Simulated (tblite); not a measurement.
Compound: C7H13P.
Atom-mapped SMILES: `[CH2:1]=[CH:2][C@@H:3]1[CH2:4][CH2:5][C@@H:6]([CH3:7])[PH:8]1` (hydrogens: H9, H10 on C1; H11 on C2; H12 on C3; H13, H14 on C4; H15, H16 on C5; H17 on C6; H18, H19, H20 on C7; H21 on P8)

Geometry (GFN2-xTB, Å), atoms numbered from 1 in this order:
```xyz
21
C7H13P angstrom
C     -3.3032   -1.2236   -0.5178
C     -2.2474   -0.4640   -0.7468
C     -1.0413   -0.4139    0.1268
C     -0.6709    1.0169    0.5418
C      0.8248    1.0457    0.8233
C      1.4985    0.3929   -0.3830
C      2.9667    0.0573   -0.1631
P      0.4716   -1.1255   -0.7814
H     -3.3606   -1.8660    0.3459
H     -4.1508   -1.2397   -1.1809
H     -2.2114    0.1714   -1.6231
H     -1.2112   -1.0358    1.0113
H     -0.8971    1.7027   -0.2783
H     -1.2553    1.3252    1.4098
H      1.1856    2.0650    0.9751
H      1.0431    0.4669    1.7245
H      1.4125    1.0661   -1.2466
H      3.0814   -0.6234    0.6794
H      3.5346    0.9626    0.0465
H      3.3881   -0.4182   -1.0468
H      0.9335   -1.8457    0.3347
```

Level: GFN2-xTB in tblite, geometry and Hessian alike; calculated harmonic values, unscaled, isolated species. Against measured fundamentals such values can be off by several per cent, at times by over 20. Modes of hydrogen on phosphorus can be 10 to 20 % off. One conformer, not necessarily the lowest.

Harmonic wavenumbers (cm⁻¹): 39.0, 63.3, 188.4, 213.1, 217.1, 279.8, 301.1, 345.5, 391.9, 475.4, 524.1, 608.9, 652.3, 714.3, 811.5, 844.9, 878.5, 888.3, 915.5, 953.7, 961.8, 998.7, 1017.0, 1049.9, 1061.4, 1094.1, 1122.8, 1128.2, 1158.4, 1186.8, 1213.4, 1243.8, 1256.9, 1277.4, 1300.7, 1323.2, 1331.5, 1410.7, 1417.6, 1482.1, 1491.0, 1494.8, 1495.9, 1708.1, 2208.9, 2893.0, 2926.7, 2956.4, 2970.0, 2973.7, 2987.1, 3010.9, 3015.5, 3027.6, 3046.3, 3098.1, 3127.4.

A = 3651, B = 1070, C = 889.5 MHz; mass 128.075 u (most abundant isotopes); point group C1, symmetry number 1.

Task: What is the zero-point energy?

Result: ½Σν̃ = 39387 cm⁻¹ = 471.17 kJ/mol.

Task: What is S at 400 K and 1 bar for an ideal gas of classical rigid rotors and harmonic oscillators?

Result: Translation 175.48, rotation 124.65, vibration 148.68: S = 448.8 J/(mol K).

Task: And Cp and H(400 K) − H(0)?

Result: Cp = 203.08 J/(mol K), of which vibrations give 169.82 (their classical limit is 57 R = 473.9); H(400 K) − H(0) = 45.15 kJ/mol without the zero-point energy, 31.85 from vibrations.

Task: Which modes carry the vibrational entropy at 400 K?

Result: 39.0 cm⁻¹: 24.65; 63.3 cm⁻¹: 20.64; 188.4 cm⁻¹: 11.71; 213.1 cm⁻¹: 10.73; 217.1 cm⁻¹: 10.58; 279.8 cm⁻¹: 8.60 J/(mol K); the other 51 give 61.77 together.

Task: Blend soft modes into free rotors: weight 1/[1 + (100 cm⁻¹/ν̃)⁴] for the oscillator and the rest for a rotor with moment μB/(μ + B), μ = h/(8π²ν), B = 10⁻⁴⁴ kg m². What vibrational entropy results?

Result: 136.37 J/(mol K) in place of 148.68, which changes −T·S at 400 K by +4.92 kJ/mol.

Task: What must be added to the electronic energy to get the Gibbs energy at 400 K and 1 bar?

Result: ZPE + [H(400 K) − H(0)] − T·S = 471.17 + 45.15 − 179.52 = 336.80 kJ/mol.

Task: How do the functions run with temperature in this model?

Result: 
```tsv
T (K)	S (J/(mol K))	Cp (J/(mol K))	H − H(0) (kJ/mol)	G − H(0) (kJ/mol)	ln q(vib)
50	243.7	49.8	2.06	-10.13	0.58
100	284.0	69.6	5.03	-23.38	1.57
298.15	396.5	154.7	26.90	-91.31	5.91
373.15	435.1	190.7	39.86	-122.50	7.67
500	498.8	244.9	67.61	-181.76	10.73
750	613.7	321.6	139.15	-321.15	16.89
1000	713.6	371.9	226.25	-487.36	22.85
```

q(vib) and H(0) count from the zero-point level.

Hindered rotation and anharmonicity are outside this model. Other conformers, if any are populated, would add a mixing term that is left out. The structure is chiral; the term R ln 2 for an equal mix with its mirror image is left out.
